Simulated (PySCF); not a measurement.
F3Y (SMILES [F][Y]([F])[F]), singlet, at a GFN2-xTB geometry (such geometries of metal compounds can be far from the true shape) (core potentials on Y).

PySCF was given this input:
```python
from pyscf import gto, scf, dft

mol = gto.Mole()
mol.atom = '''
    Y     0.06440607   -0.13267464   -0.31224007
    F    -1.52788470   -0.68420205    0.52720126
    F    -0.08680010    1.74084587   -0.20597742
    F     1.33559184   -0.48172038    1.03181646
'''
mol.basis = 'def2-svp'
mol.ecp = {'Y': 'def2-svp'}
mol.verbose = 4
mol.build()

mf = dft.RKS(mol)
mf.xc = 'pw91,pw91'
mf.kernel()
```

Problem. What HOMO energy does PW91/def2-SVP (PySCF) give?

Solution. -8.32 eV

Problem. Give the HOMO-LUMO gap at the level PW91/def2-SVP.

Solution. 5.54 eV

Problem. What number of basis functions does PW91/def2-SVP give?

Solution. 73

Problem. Estimate the total energy that PW91/def2-SVP returns for this input.

Solution. -337.801621 Ha

Problem. Predict the nuclear repulsion energy from PW91/def2-SVP.

Solution. 127.6013 Eh

Problem. Estimate the dipole moment that PW91/def2-SVP returns for this input.

Solution. 6.26 D
